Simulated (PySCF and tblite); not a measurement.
The numbers below are computed, except where a source is named.
System: C10H12, numbered as in [CH:1]1=[CH:2][CH:3]=[C:4]([CH:5]2[CH2:6][CH2:7]2)[CH2:8][CH:9]=[CH:10]1.

Motion: shift of H on C8 from C8 to C1. GFN2-xTB gives an electronic barrier of 31.2 kcal/mol and a reaction energy of 0.9 kcal/mol.

Tunnelling of the moving H, left out here, will speed the real process. DFT energies on a tight-binding saddle of a bond shift can be off by several kcal/mol.

What does PBE0/pcSseg-1 + D3(BJ) give on GFN2-xTB geometries?

A barrier of 36.8 kcal/mol, 5.5 above the tight-binding barrier (from unrounded values), a reaction energy of 0.5 kcal/mol and, with GFN2-xTB thermal terms, ΔG‡(298 K) = 34.1 kcal/mol and k = 6×10⁻¹³ s⁻¹ (1 equivalent path).

Programs: tblite and PySCF.
